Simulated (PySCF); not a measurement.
C₂H₄BF₂N, SMILES FC(=C)B(F)N.

Geometry optimised at PBE0-D3(BJ)/def2-SVP. This is a generated structure with no PubChem entry under its InChIKey; it may be hypothetical. Other conformers were not sampled.

These are TDA-B3LYP/def2-SVPD in PySCF values and carry that method's errors.

Vertical excitations. 

| state | energy (eV) | λ (nm) | f | main pairs |
|---|---|---|---|---|
| S1 | 6.39 | 194 | 0.250 | HOMO→LUMO 76 % |
| S2 | 6.43 | 193 | 0.023 | HOMO→LUMO+1 92 % |
| S3 | 7.02 | 177 | 0.002 | HOMO−2→LUMO 94 % |
| S4 | 7.10 | 175 | 0.097 | HOMO−1→LUMO 75 % |
| S5 | 7.49 | 166 | 0.074 | HOMO−1→LUMO+1 54 %, HOMO→LUMO+2 42 % |
| S6 | 7.63 | 162 | 0.000 | HOMO→LUMO+2 49 %, HOMO−1→LUMO+1 29 %, HOMO→LUMO+3 19 % |
| S7 | 7.72 | 161 | 0.047 | HOMO→LUMO+3 69 %, HOMO−1→LUMO+1 15 % |
| S8 | 8.20 | 151 | 0.018 | HOMO→LUMO+4 85 % |
| S9 | 8.51 | 146 | 0.006 | HOMO−2→LUMO+1 95 % |
| S10 | 8.57 | 145 | 0.002 | HOMO−3→LUMO 96 % |
| T1 | 3.88 | 319 | 0 | HOMO→LUMO 94 % |
| T2 | 5.90 | 210 | 0 | HOMO−1→LUMO 92 % |
| T3 | 6.31 | 197 | 0 | HOMO→LUMO+1 94 % |
| T4 | 6.39 | 194 | 0 | HOMO−2→LUMO 98 % |
Triplets are in the Tamm–Dancoff approximation.
